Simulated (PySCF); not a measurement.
r2SCAN on Cl⁻ (chlorine, charge -1), [Ar], closed-shell 1S. Calculation: PySCF 2.14, in aug-cc-pwCVTZ (8s7p5d3f, 75 functions); no relativity, point nucleus.

```
cycle= 1 E= -460.259170766776  delta_E= -0.00488  |g|= 0.013  |ddm|= 0.142
cycle= 2 E= -460.259110443742  delta_E= 6.03e-05  |g|= 0.0172  |ddm|= 0.0368
cycle= 3 E= -460.259245884099  delta_E= -0.000135  |g|= 0.000319  |ddm|= 0.0227
cycle= 4 E= -460.259245915393  delta_E= -3.13e-08  |g|= 6.73e-05  |ddm|= 0.000528
cycle= 5 E= -460.259245918186  delta_E= -2.79e-09  |g|= 4.88e-06  |ddm|= 9.82e-05
cycle= 6 E= -460.259245918203  delta_E= -1.68e-11  |g|= 1.34e-07  |ddm|= 2.13e-05
converged SCF energy = -460.259245918203  <S^2> = -2.4868996e-14  2S+1 = 1
```

Highest occupied orbital energy: 0.015 eV; ⟨L²⟩ = 0.00; populations by l: s 6.00, p 12.00, d 0.00, f 0.00.

Can this result be used?

With care. Self-consistency was reached. At r2SCAN the highest occupied level has a positive energy, so only the finite basis holds that electron; in a semilocal or global hybrid functional this comes from self-interaction and does not mean that the real anion is unbound.
